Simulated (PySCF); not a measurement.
**Mayer bond orders and bond lengths**

Compound: C7H14O2Si.
Atom-mapped SMILES: `[CH3:1][C:2](=[O:3])[C@H:4]1[CH2:5][O:6][Si:7]([CH3:8])([CH3:9])[CH2:10]1` (hydrogens: H11, H12, H13 on C1; H14 on C4; H15, H16 on C5; H17, H18, H19 on C8; H20, H21, H22 on C9; H23, H24 on C10)

Cartesian coordinates in Å at the GFN2-xTB level; atoms count from 1:
```
atom  x, y, z in Å
C1     3.2529   -0.2282   -0.5609
C2     1.8660   -0.6580   -0.1441
O3     1.3890   -1.7022   -0.5098
C4     1.1088    0.3217    0.7306
C5     0.6617    1.5068   -0.1512
O6    -0.4567    1.1324   -0.8968
Si7   -1.3925   -0.0270   -0.1706
C8    -1.6940   -1.4610   -1.3699
C9    -3.0409    0.7287    0.4100
C10   -0.1705   -0.3099    1.2747
H11    3.6602    0.5395    0.0896
H12    3.9100   -1.0948   -0.5757
H13    3.2026    0.1576   -1.5782
H14    1.7757    0.6849    1.5178
H15    0.4001    2.3546    0.4944
H16    1.4446    1.8281   -0.8434
H17   -2.4486   -2.1331   -0.9768
H18   -2.0491   -1.0869   -2.3249
H19   -0.7897   -2.0329   -1.5466
H20   -3.6052    1.0845   -0.4456
H21   -2.9025    1.5683    1.0843
H22   -3.6516   -0.0096    0.9175
H23   -0.4847    0.2081    2.1797
H24    0.0026   -1.3517    1.5290
```

Bond orders from the PBE0/pcSseg-1 density (PySCF). One conformer (not necessarily the lowest) at the GFN2-xTB geometry, without solvent, vibrations or thermal averaging.

How far do the computed orders between heavy atoms stray from the drawn ones?

The largest departure is 0.121, at Si7–C10 (drawn single, 0.879). Drawn single, order below 0.88: Si7–C10 (0.879).

Give the Mayer order of every bond between heavy atoms, beside its length.

```tsv
bond	drawn as	length (Å)	Mayer order
C1–C2	single	1.511	1.010
C2–O3	double	1.205	1.986
C2–C4	single	1.516	0.896
C4–C5	single	1.543	0.971
C5–O6	single	1.395	0.933
O6–Si7	single	1.657	0.926
Si7–C8	single	1.894	0.973
Si7–C9	single	1.904	0.949
Si7–C10	single	1.914	0.879
C10–C4	single	1.527	1.024
```

By pair of heavy elements: C–C: lowest C2–C4 (0.896, 1.516 Å), highest C10–C4 (1.024, 1.527 Å); in 2 of the 6 pairs the longer bond (by over 0.003 Å) has the higher order (by 0.02 or more). C–O: lowest C5–O6 (0.933, 1.395 Å), highest C2–O3 (1.986, 1.205 Å). C–Si: lowest Si7–C10 (0.879, 1.914 Å), highest Si7–C8 (0.973, 1.894 Å).

And the bonds to hydrogen?

C–H: 0.93 to 0.96 (14 bonds).

Sum the orders of all bonds at each heavy atom with more than one neighbour and set the sums beside the valence in the SMILES.

C1 3.849 (drawn 4), C2 3.892 (drawn 4), C4 3.820 (drawn 4), C5 3.804 (drawn 4), O6 1.859 (drawn 2), Si7 3.727 (drawn 4), C8 3.824 (drawn 4), C9 3.811 (drawn 4), C10 3.796 (drawn 4). Orders between atoms that aren't bonded are not in these sums.

Mayer orders depend on the basis set.
